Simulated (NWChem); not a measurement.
System: C$_{5}$H$_{5}$N; SMILES C(C#CC)C#N

```xyz
11

C      2.9197    -0.1583     0.1803
C      1.4835    -0.3586     0.0841
C      0.2864    -0.5203     0.0064
C     -1.1574    -0.7226    -0.0860
C     -1.9236     0.5258    -0.1113
N     -2.5400     1.5039    -0.1322
H      3.1699     0.4962     1.0296
H      3.3171     0.3083    -0.7343
H      3.4433    -1.1158     0.3263
H     -1.5178    -1.3257     0.7658
H     -1.4097    -1.2952    -0.9956
```
Atoms are numbered in this order, from 1.

Program: NWChem. Pople sets run with spherical d functions. Coordinates come from a PBE0/def2-SVP optimisation. Atomic charges in e: unrestrained fits to the electrostatic potential beside Mulliken populations; buried atoms are poorly determined by the fit.

For level B3LYP/def2-SVP:

Mulliken C1: 0.07
Mulliken C2: -0.18
Mulliken C4: 0.19
Mulliken C5: -0.27

**Question.** Estimate the same quantities for level Hartree-Fock/6-31G*.

**Answer.** The Mulliken C1 is -0.55, the Mulliken C2 comes out as -0.01 and the Mulliken C4 comes out as -0.41. The Mulliken C5 is 0.28.
